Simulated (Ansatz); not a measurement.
Reaction (substitution at a C–C bond): `C[C@@]1(F)C[C@H]1F` + `[NH2][Al]([F])[SH]` → `C[S][Al]([NH2])[F]` + `F[C@H]1C[C@@H]1F`

Isolated molecules relaxed with PBE0-D4/def2-TZVP in Ansatz; ΔE leaves out vibrations. CBS: MP2 limit from def2 TZ/QZ plus the TZ coupled-cluster correction, frozen cores. This one scheme is used for every species. DFT in def2-TZVPP. Each species was taken in one conformer, which may not be the lowest.

```tsv
level	ΔE (kcal/mol)	difference from CCSD(T)/CBS
PBE-D4	9.5	-1.3
r2SCAN-D4	10.8	0.0
PBE0-D4	10.0	-0.8
ωB97M-V	10.8	0.0
B2PLYP	10.2	-0.6
PBE	9.3	-1.5
r2SCAN	10.7	-0.1
MP2/def2-TZVPP	11.3	0.5
SCS-MP2/def2-TZVPP	10.8	0.0
CCSD(T)/def2-TZVPP	11.3	0.5
HF/def2-QZVPP	10.3	-0.5
MP2/def2-QZVPP	10.9	0.1
SCS-MP2/def2-QZVPP	10.5	-0.3
HF/CBS(def2)	10.3	-0.5
MP2/CBS(def2)	10.7	-0.1
CCSD/CBS(def2)	10.9	0.1
CCSD(T)/CBS	10.8	0
```

Largest T1 diagnostic among the species: 0.011.

In def2-TZVPP, CCSD(T) changes the Hartree–Fock value by +1.0 kcal/mol (the triples alone add −0.1 kcal/mol) and MP2 by +0.9 kcal/mol.
